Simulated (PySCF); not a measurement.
PySCF 2.14 output of an unrestricted B3LYP calculation on a single atom or ion in def2-TZVPPD with the def2 core potential (28 electrons) (6s4p3d2f1g, 56 functions), with a scalar-relativistic core potential:

```
SCF conv_tol = 1e-09
number electrons alpha = 9  beta = 5
    P. J. Stephens, F. J. Devlin, C. F. Chabalowski, and M. J. Frisch.,  J. Phys. Chem. 98, 11623 (1994)
cycle= 1 E= -68.0186048091437  delta_E= -0.0108  |g|= 0.0528  |ddm|= 0.345
cycle= 2 E= -68.0247615608272  delta_E= -0.00616  |g|= 0.0466  |ddm|= 0.243
cycle= 3 E= -68.0294488517393  delta_E= -0.00469  |g|= 0.043  |ddm|= 0.191
cycle= 4 E= -68.0310250473771  delta_E= -0.00158  |g|= 0.0406  |ddm|= 0.0695
cycle= 5 E= -68.0101930966425  delta_E= 0.0208  |g|= 0.0751  |ddm|= 0.977
cycle= 6 E= -68.0141102417186  delta_E= -0.00392  |g|= 0.0452  |ddm|= 0.164
cycle= 7 E= -68.0139209423997  delta_E= 0.000189  |g|= 0.0442  |ddm|= 0.0179
cycle= 8 E= -68.0145967572274  delta_E= -0.000676  |g|= 0.0627  |ddm|= 0.749
cycle= 9 E= -68.0111825642299  delta_E= 0.00341  |g|= 0.0346  |ddm|= 0.378
cycle= 10 E= -68.0114382586727  delta_E= -0.000256  |g|= 0.0274  |ddm|= 0.124
cycle= 11 E= -68.0116172409431  delta_E= -0.000179  |g|= 0.0175  |ddm|= 0.106
cycle= 12 E= -68.0117547275769  delta_E= -0.000137  |g|= 0.000566  |ddm|= 0.0313
cycle= 13 E= -68.0117540095031  delta_E= 7.18e-07  |g|= 0.000675  |ddm|= 0.00491
cycle= 14 E= -68.0117542356875  delta_E= -2.26e-07  |g|= 0.000148  |ddm|= 0.000708
cycle= 15 E= -68.0117542469483  delta_E= -1.13e-08  |g|= 6.34e-06  |ddm|= 0.000215
cycle= 16 E= -68.0117542469697  delta_E= -2.14e-11  |g|= 1.47e-07  |ddm|= 7.95e-06
converged SCF energy = -68.0117542469697  <S^2> = 6.0034699  2S+1 = 5.0013878
```

The run itself started from symmetry-adapted Hartree-Fock orbitals and held the occupation by maximum overlap, on a logarithmic radial grid, so the iterations belong to that start.

**Question.** Which element, charge and spin multiplicity is this?

**Answer.** Mo (molybdenum, neutral), multiplicity 5; the state was [Kr] 4d6, high-spin 5D determinant (an excited configuration).

Energies and moments cover only the electrons outside the core potential.
